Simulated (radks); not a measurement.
Values are calculated unless marked as measured or tabulated.
The thallium ion Tl+ inside a hard spherical wall (all orbitals vanish at R), configuration held at [Hg] and not refilled when levels cross. Level of theory: scalar-relativistic Kohn-Sham, LDA (Slater exchange, Perdew-Wang correlation), spin-polarised, spherical densities, point nucleus (a radial shooting solver on a logarithmic mesh with Libxc functionals). Eigenvalues in eV for spin up, with the zero of energy where the potential of the charges vanishes at infinity; a dash marks a level that is unbound or too diffuse for the functional's potential to be trusted. A positive occupied level is held by the wall or, in an anion where self-interaction has pushed it up, behind a barrier. The pressure on the wall is -dE/dV.

R (bohr),E (hartree),kinetic (hartree),e(4f),e(5p),e(5d),e(6s),"e(6p, empty)","e(7s, empty)",pressure (GPa)
free,-20234.7735,22793.275,-121.78,-83.646,-22.980,-16.687,-8.438,-3.649,0
20,-20234.7735,22793.275,-121.78,-83.646,-22.980,-16.687,-8.438,-3.649,< 0.0001
12,-20234.7735,22793.275,-121.78,-83.646,-22.980,-16.687,-8.438,-3.550,< 0.0001
8,-20234.7734,22793.277,-121.77,-83.640,-22.975,-16.681,-8.391,-2.201,0.00671
7,-20234.7729,22793.284,-121.75,-83.615,-22.951,-16.656,-8.272,-0.752,0.0600
4,-20234.5970,22794.495,-119.04,-81.090,-20.605,-13.357,-1.860,27.755,48.4
2.5,-20231.0772,22811.199,-97.488,-63.268,-2.160,20.679,45.877,156.22,3150
1.5,-20182.8829,22990.593,7.151,33.598,116.98,286.39,354.76,772.81,169000
